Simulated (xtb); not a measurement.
xtb input (GFN2-xTB):

```bash
xtb mol.xyz --gfn 2 --sp --chrg 0 --uhf 0
```
mol.xyz:
```
18

C      0.84049369     2.62357815    -0.06993133
C     -0.22672182     1.72879720     0.56338803
B     -0.17740751     0.19975431     0.17059251
O     -1.25975695    -0.54906775     0.54783588
C     -1.40702853    -1.95844578     0.54581653
O      0.93068275    -0.24196050    -0.49596875
C      1.16286089    -1.50088916    -1.10411080
H      0.76628363     2.61712179    -1.15934838
H      1.84468374     2.27927524     0.18206609
H      0.74738943     3.65964892     0.26305708
H     -0.16081854     1.78792144     1.65729843
H     -1.22885265     2.10619359     0.33271200
H     -1.65114667    -2.33238066    -0.45077880
H     -2.23232834    -2.19972491     1.21527813
H     -0.51016326    -2.46442433     0.90730604
H      1.98959830    -1.37556892    -1.80281715
H      0.29152571    -1.85333814    -1.65821548
H      1.44583446    -2.25351179    -0.36543191
```

End of the output:

```
         :::::::::::::::::::::::::::::::::::::::::::::::::::::
         ::                     SUMMARY                     ::
         :::::::::::::::::::::::::::::::::::::::::::::::::::::
         :: total energy             -23.599590275215 Eh    ::
         :: gradient norm              0.027063358909 Eh/a0 ::
         :: HOMO-LUMO gap              6.785957473463 eV    ::
         ::.................................................::
         :: SCC energy               -23.846290100684 Eh    ::
         :: -> isotropic ES            0.068125548772 Eh    ::
         :: -> anisotropic ES          0.006800509590 Eh    ::
         :: -> anisotropic XC          0.005509475009 Eh    ::
         :: -> dispersion             -0.009562237122 Eh    ::
         :: repulsion energy           0.246699825469 Eh    ::
         :: add. restraining           0.000000000000 Eh    ::
         :: total charge               0.000000000000 e     ::
         :::::::::::::::::::::::::::::::::::::::::::::::::::::

           -------------------------------------------------
          |                Property Printout                |
           -------------------------------------------------

    * Orbital Energies and Occupations

         #    Occupation            Energy/Eh            Energy/eV
      -------------------------------------------------------------
         1        2.0000           -0.6861749             -18.6718
       ...           ...                  ...                  ...
         9        2.0000           -0.5424216             -14.7600
        10        2.0000           -0.5290807             -14.3970
        11        2.0000           -0.5228068             -14.2263
        12        2.0000           -0.5147126             -14.0060
        13        2.0000           -0.4811712             -13.0933
        14        2.0000           -0.4680759             -12.7370
        15        2.0000           -0.4609341             -12.5427
        16        2.0000           -0.4550851             -12.3835
        17        2.0000           -0.4411060             -12.0031
        18        2.0000           -0.4187490             -11.3947
        19        2.0000           -0.4148492             -11.2886
        20        2.0000           -0.4136841             -11.2569
        21        2.0000           -0.3975911             -10.8190 (HOMO)
        22                         -0.1482117              -4.0330 (LUMO)
        23                          0.0293288               0.7981
        24                          0.0352301               0.9587
        25                          0.1083208               2.9476
        26                          0.1435557               3.9064
        27                          0.1640128               4.4630
        28                          0.1724178               4.6917
        29                          0.1757912               4.7835
        30                          0.1805299               4.9125
        31                          0.1833675               4.9897
        32                          0.2045418               5.5659
       ...                                ...                  ...
        39                          0.6078308              16.5399
      -------------------------------------------------------------
                  HL-Gap            0.2493793 Eh            6.7860 eV
             Fermi-level           -0.2729014 Eh           -7.4260 eV

     #   Z          covCN         q      C6AA      α(0)
     1   6 C        3.748    -0.101    22.490     6.764
     2   6 C        3.721    -0.144    23.398     6.908
     3   5 B        2.484     0.434    17.233     7.305
     4   8 O        1.637    -0.360    20.105     6.052
     5   6 C        3.628     0.041    20.303     6.490
     6   8 O        1.637    -0.350    19.910     6.023
     7   6 C        3.628     0.039    20.324     6.494
     8   1 H        0.924     0.033     2.549     2.497
     9   1 H        0.924     0.037     2.488     2.466
    10   1 H        0.924     0.032     2.561     2.502
    11   1 H        0.924     0.042     2.428     2.437
    12   1 H        0.924     0.042     2.422     2.434
    13   1 H        0.924     0.038     2.479     2.462
    14   1 H        0.925     0.054     2.275     2.358
    15   1 H        0.924     0.036     2.502     2.473
    16   1 H        0.925     0.054     2.270     2.356
    17   1 H        0.924     0.036     2.497     2.471
    18   1 H        0.924     0.037     2.483     2.464

 Mol. C6AA /au·bohr⁶  :       2375.792306
 Mol. C8AA /au·bohr⁸  :      50831.514307
 Mol. α(0) /au        :         72.958468

Wiberg/Mayer (AO) data.
largest (>0.10) Wiberg bond orders for each atom

 ---------------------------------------------------------------------------
     #   Z sym  total        # sym  WBO       # sym  WBO       # sym  WBO
 ---------------------------------------------------------------------------
     1   6 C    3.997 --     2 C    1.021     8 H    0.989     9 H    0.989
                            10 H    0.988
     2   6 C    3.985 --     1 C    1.021     3 B    0.975    12 H    0.966
                            11 H    0.960
     3   5 B    3.371 --     6 O    1.157     4 O    1.144     2 C    0.975
     4   8 O    2.243 --     3 B    1.144     5 C    0.979
     5   6 C    3.951 --    14 H    0.981    15 H    0.980     4 O    0.979
                            13 H    0.978
     6   8 O    2.257 --     3 B    1.157     7 C    0.979
     7   6 C    3.952 --    16 H    0.981    17 H    0.980     6 O    0.979
                            18 H    0.978
     8   1 H    0.999 --     1 C    0.989
     9   1 H    0.999 --     1 C    0.989
    10   1 H    0.998 --     1 C    0.988
    11   1 H    0.998 --     2 C    0.960
    12   1 H    0.998 --     2 C    0.966
    13   1 H    0.999 --     5 C    0.978
    14   1 H    0.997 --     5 C    0.981
    15   1 H    0.999 --     5 C    0.980
    16   1 H    0.997 --     7 C    0.981
    17   1 H    0.999 --     7 C    0.980
    18   1 H    0.999 --     7 C    0.978
 ---------------------------------------------------------------------------

Topologies differ in total number of bonds
Writing topology from bond orders to xtbtopo.mol

molecular dipole:
                 x           y           z       tot (Debye)
Note: The following floating-point exceptions are signalling: IEEE_UNDERFLOW_FLAG IEEE_DENORMAL
normal termination of xtb
 q only:        0.035      -0.669      -0.143
   full:        0.024      -0.953      -0.187       2.469
molecular quadrupole (traceless):
                xx          xy          yy          xz          yz          zz
 q only:       -2.634       0.238       3.667      -0.345       0.927      -1.033
  q+dip:       -2.705      -0.270       2.600       0.685       0.707       0.106
   full:       -3.279      -0.192       3.257       0.810       0.748       0.023

           -------------------------------------------------
          | TOTAL ENERGY              -23.599590275215 Eh   |
          | GRADIENT NORM               0.027063358909 Eh/α |
          | HOMO-LUMO GAP               6.785957473463 eV   |
           -------------------------------------------------

------------------------------------------------------------------------
------------------------------------------------------------------------
 total:
 SCF:
```
